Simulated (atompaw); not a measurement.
# Ranking PAW (atompaw) potentials for In

All share these settings but for the change named:

| Item | Value |
| --- | --- |
| Element | In (Z = 49) |
| Generator | atompaw 4.2.0.5 |
| Type | PAW |
| Functional | PBE |
| Relativity | scalar-relativistic |
| Frozen core | [Kr] |
| Valence charge | 13 |
| Reference configuration | 4d10 5s2 5p0 (charge +1) |
| Partial waves | 5s (bound): rc 2.50 bohr; 5s channel at -0.3 Ry: rc 2.60 bohr; 5p (bound, empty): rc 2.60 bohr; 5p channel at 4.55 Ry: rc 2.60 bohr; 4d (bound): rc 2.60 bohr; 4d channel at 1.25 Ry: rc 1.05 bohr |
| Local potential | bessel scheme, radius 1.80 bohr |
| Core correction | smooth core density matched at 2.05 bohr |
| Augmentation charge | sinc compensation charge, radius 2.45 bohr; PAW radius 2.60 bohr; waves and projectors: custom rrkj gramschmidtortho |

Cutoff: the first of the cutoffs (Ry, on a coarse ladder) from which the occupation-weighted sum of valence levels, in a spherical-Bessel basis at the reference potential, stays within 10 and 1 mRy of its value at 400 Ry; the density cutoff is not measured.

The base gives 15 Ry.

Of 7 variants that were run, those that failed, showed a ghost or another fault, or gave nearly equal values are left out.

A variant can come out equal or close to the base.

Rank these variants from softest to hardest (loose cutoff).
A. wave 4d (bound): rc 2.60 bohr becomes 4d (bound): rc 2.14 bohr
B. wave 4d (bound): rc 2.60 bohr becomes 4d (bound): rc 1.50 bohr
C. wave 5p channel at 4.55 Ry: rc 2.60 bohr becomes 5p channel at 0.09 Ry: rc 2.60 bohr

C (15 Ry), A (25 Ry), B (50 Ry).
